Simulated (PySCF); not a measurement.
# Electron correlation in S (sulfur, neutral)

[Ne] 3s1 3p5, high-spin 3P determinant (an excited configuration). All numbers are calculated (PySCF 2.14, scalar relativity by spin-free X2C-1e, in x2c-TZVPPall). Frozen: 1s2; 14 electrons correlated.

```csv
level,correlation energy (mhartree)
CCSD,-361.76
(T),-20.61
CCSD(T),-382.37
```

Diagnostics: T1 = 0.016, D1 = 0.0573, largest double amplitude 0.190.

A double-excitation amplitude exceeds 0.15, a sign of near-degeneracy.

Cost of the coupled-cluster step: of the order of 3 core-seconds, for 14 correlated electrons.

Iterations:

```
CC2 = 0
CCSD nocc = (np.int64(8), np.int64(6)), nmo = (41, 41)
frozen orbitals [[0], [0]]
max_cycle = 100
direct = 0
conv_tol = 1e-08
conv_tol_normt = 1e-06
diis_space = 8
diis_start_cycle = 0
Init t2, MP2 energy = -0.315589691883317
Init E_corr(UCCSD) = -0.315589691886701
cycle = 1  E_corr(UCCSD) = -0.33675408229227  dE = -0.0211643904  norm(t1,t2) = 0.10859
cycle = 2  E_corr(UCCSD) = -0.347994795689139  dE = -0.0112407134  norm(t1,t2) = 0.0648805
cycle = 3  E_corr(UCCSD) = -0.361991132807871  dE = -0.0139963371  norm(t1,t2) = 0.0401913
cycle = 4  E_corr(UCCSD) = -0.361307870291356  dE = 0.000683262517  norm(t1,t2) = 0.00504135
cycle = 5  E_corr(UCCSD) = -0.361712610964647  dE = -0.000404740673  norm(t1,t2) = 0.00300401
cycle = 6  E_corr(UCCSD) = -0.361799596595619  dE = -8.6985631e-05  norm(t1,t2) = 0.00145721
cycle = 7  E_corr(UCCSD) = -0.361709245004158  dE = 9.03515915e-05  norm(t1,t2) = 0.000504509
cycle = 8  E_corr(UCCSD) = -0.361786233004749  dE = -7.69880006e-05  norm(t1,t2) = 0.00025286
cycle = 9  E_corr(UCCSD) = -0.361756581598095  dE = 2.96514067e-05  norm(t1,t2) = 9.91244e-05
cycle = 10  E_corr(UCCSD) = -0.361761440281315  dE = -4.85868322e-06  norm(t1,t2) = 3.1375e-05
cycle = 11  E_corr(UCCSD) = -0.361762068966364  dE = -6.28685048e-07  norm(t1,t2) = 4.60965e-05
cycle = 12  E_corr(UCCSD) = -0.361762171974271  dE = -1.03007908e-07  norm(t1,t2) = 6.91707e-06
cycle = 13  E_corr(UCCSD) = -0.361762253815181  dE = -8.18409097e-08  norm(t1,t2) = 1.83747e-06
cycle = 14  E_corr(UCCSD) = -0.361762227146497  dE = 2.66686838e-08  norm(t1,t2) = 3.99055e-07
cycle = 15  E_corr(UCCSD) = -0.361762224228213  dE = 2.91828406e-09  norm(t1,t2) = 1.0498e-07
UCCSD converged
E(UCCSD) = -398.519572600556  E_corr = -0.3617622242282132
UCCSD(T) correction = -0.0206094671803195
```

This basis was not built for core-valence correlation, so the inner-shell part is incomplete.
